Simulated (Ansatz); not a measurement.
`B[SiH2]C=O` + H–F → `O=C[SiH2]F` + BH₃ at 600 K and 1 bar (cleavage of the Si–B bond).

Program: Ansatz. Geometries: PBE0-D4/def2-TZVP. ΔE: electronic, gas phase. CBS: MP2 limit from def2 TZ/QZ plus the TZ coupled-cluster correction, frozen cores. This one scheme is used for every species. Each species was taken in one conformer, which may not be the lowest.

```
     species  CCSD(T)/CBS energy (Eh)  H − E (kJ/mol)  S (J/(mol·K))
`B[SiH2]C=O`               -430.02973           199.0          414.1
         H–F               -100.39570            42.3          194.0
`O=C[SiH2]F`               -503.92730           144.5          374.6
         BH₃                -26.55200            91.5          217.3
```

H − E and S are ideal-gas, rigid-rotor, harmonic terms from PBE0-D4/def2-TZVP, for one conformer and one mirror image of each species. 1 Eh = 2625.50 kJ/mol, R = 8.31446 J/(mol·K).

**Question.** By hand: ΔE, ΔH, ΔS and ΔG.

**Answer.** ΔE = (-503.92730) + (-26.55200) − (-430.02973) − (-100.39570) = -0.05387 Eh = -141.4 kJ/mol. Δ(H − E) = 144.5 + 91.5 − 199.0 − 42.3 = -5.3, so ΔH = -146.7 kJ/mol. ΔS = 374.6 + 217.3 − 414.1 − 194.0 = -16.2 J/(mol·K). ΔG = -146.7 − 600 × (-16.2)/1000 = -137.0 kJ/mol.

**Question.** By hand: the equilibrium constant, and the temperature at which ΔG would vanish if ΔH and ΔS stayed fixed.

**Answer.** log₁₀ K = −ΔG/(RT ln 10) = 11.9. ΔG = 0 at ΔH/ΔS = 9056 K, far beyond where these terms or the molecules hold.

ΔH outweighs TΔS. A doubt of 5 kJ/mol in ΔE shifts log₁₀ K by 0.4 here. Other conformers and mirror images would add mixing entropy, several J/(mol·K) or more a flexible species. Modes under 60 cm⁻¹, often nearly free rotors, make the harmonic entropy too high. These are equilibria of isolated gas molecules and say nothing of rates. Largest T1 diagnostic: 0.016 (customary marks: 0.02 for closed shells, 0.045 for open ones).
